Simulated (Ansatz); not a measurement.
`CB(N)Cl`, relaxed with RKS PBE-D4/def2-SVP in Ansatz 0.2.0 from a rough embedded geometry. The force threshold is 0.03 eV/Å; the program also tests the step.

Total charge 0; spin multiplicity 1.

Start:

```xyz
9

C     0.476   -1.074   -0.244
B    -0.212    0.149    0.437
N    -0.781    1.255   -0.410
Cl   -0.248    0.263    2.241
H     1.506   -1.233    0.104
H     0.416   -1.045   -1.359
H    -0.104   -2.027    0.040
H    -1.083    2.017    0.185
H     0.030    1.694   -0.992
```

```
step  energy (eV)  largest force (eV/Å)  largest move (Å)
   1  -15793.8675                 2.102             0.000
   2  -15794.1400                 2.233             0.199
   3  -15794.3577                 0.723             0.200
   4  -15794.4947                 0.286             0.173
   5  -15794.5095                 0.064             0.128
   6  -15794.5119                 0.035             0.067
   7  -15794.5119                 0.096             0.054
   8  -15794.5125                 0.035             0.008
   9  -15794.5126                 0.003             0.006
```

End:

```xyz
9

C     0.481   -1.077   -0.245
B    -0.142    0.189    0.455
N    -0.528    1.348   -0.232
Cl   -0.383    0.179    2.239
H     1.483   -1.300    0.180
H     0.588   -0.970   -1.344
H    -0.140   -1.975   -0.044
H    -0.930    2.162    0.234
H    -0.429    1.444   -1.242
```

Run time 11 s (2 threads of an AMD EPYC 7R13 on a shared host); peak host memory 0.18 GiB.
